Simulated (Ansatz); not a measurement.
Ansatz (an electronic-structure program) input (RI-MP2/def2-TZVPP):
A basis named .json is the Basis Set Exchange file of that set.

Ansatz 0.2 input:
```yaml
crystal:
  periodic: [false, false, false]
  atoms:
    - {symbol: In, position_ang: [0.05733236, -0.09927199, -0.24914289]}
    - {symbol: F, position_ang: [-1.71727642, -0.80244287, 0.47243683]}
    - {symbol: F, position_ang: [-0.07684334, 1.93697527, -0.24160162]}
    - {symbol: F, position_ang: [1.48197692, -0.59405154, 1.12560944]}
basis:
  gaussian:
    orbitals: def2-TZVPP
    fitting: {mean_field: def2-universal-jkfit, correlation: def2-TZVPP-RIFIT.json}
total_charge: -1
magnetization: {spin_polarized: true, initial_magnetization: 1}
correlation: {method: mp2, electrons: outside_noble_gas}
```

Output:

```
Functional definition: HF
integrals: 0.08 GiB planned
449 factors; integrals over basis functions are off by at most 1.6e0 eV
412 factors; integrals over basis functions are off by at most 5.5e-1 eV
mean field: 0.39 GiB planned
mean field evaluation 1: about -13272.3249 eV, gradient 1.6e1 eV
mean field evaluation 2: about -13273.4726 eV, gradient 1.1e1 eV
mean field evaluation 4: about -13273.9568 eV, gradient 9.4e-1 eV
mean field evaluation 8: about -13273.9791 eV, gradient 2.0e-6 eV
mean field -13273.97910230 eV, -487.8097345834 hartree, gradient 2.0e-6 eV, S^2 0.753629; 0 other end points of the search recorded, 0 dependent functions left out
12 core orbitals not correlated, not the lowest: weight in the atoms' cores, before any rotation towards them, 0.962 or more for the frozen orbitals, at most 0.026 for the correlated occupied ones
reference -13273.97910230 eV, -487.8097345834 hartree; 13, 12 occupied and 118, 119 virtual orbitals, 412 factors
second order -22.90079844 eV of doubles, -0.00000000 eV of singles
Total energy: -13296.87990074 eV, -488.6513234032 hartree
```
